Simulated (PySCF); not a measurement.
Simulated outer-valence photoelectron spectrum of `N[SiH2][SiH2]Br`. Computed with EOM-IP-CCSD/aug-cc-pVDZ in PySCF, restricted Hartree–Fock reference, frozen core, non-relativistic, gas phase, PBE0-D3(BJ)/def2-SVP geometry.

Each root has a Gaussian of 0.4 eV full width with its one-hole share as area; cross sections and vibrations are left out, and the highest printed point is 100.

```tsv
ionisation energy (eV)	intensity
9.0	0
9.1	1
9.2	6
9.3	19
9.4	43
9.5	67
9.6	75
9.7	59
9.8	34
9.9	21
10.0	27
10.1	50
10.2	77
10.3	92
10.4	96
10.5	95
10.6	85
10.7	62
10.8	33
10.9	13
11.0	4
11.1	3
11.2	9
11.3	25
11.4	51
11.5	72
11.6	72
11.7	51
11.8	26
11.9	13
12.0	17
12.1	36
12.2	61
12.3	77
12.4	75
12.5	68
12.6	74
12.7	88
12.8	98
12.9	100
13.0	94
13.1	76
13.2	48
13.3	22
13.4	8
13.5	3
13.6	5
13.7	16
13.8	38
13.9	63
14.0	74
14.1	61
14.2	36
14.3	15
14.4	4
14.5	1
```

Problem. Where are the maxima, and how many lines lie under the curve?

Solution. 6 maxima, at 9.6, 10.4, 11.6, 12.3, 12.9 and 14.0 eV, from 8 lines. At this width some lines have no maximum of their own.

Problem. List the lines with their holes.

Solution. 
```
E (eV)  leading hole (HF orbital)  area  Koopmans (eV)
  9.58                       HOMO  0.95          10.38
 10.26                     HOMO-2  0.95          11.31
 10.58                     HOMO-1  0.95          11.27
 11.55                     HOMO-3  0.95          12.31
 12.31                     HOMO-4  0.94          13.19
 12.74                     HOMO-5  0.94          13.59
 13.04                     HOMO-6  0.94          13.97
 14.00                     HOMO-7  0.93          15.26
```

The widest gap, 0.97 eV, lies between 10.58 and 11.55 eV. Only orbitals with −ε under 21 eV, eight at most, were ionised, so the high end of the curve may lack lines.

Shape of the structure used: `[NH2:1][SiH2:2][SiH2:3][Br:4]`: N1–Si2–Si3–Br4 52°, H–N1–Si2–Si3 174°, H–N1–Si2–Si3 -47°.

One conformer stands for the species.
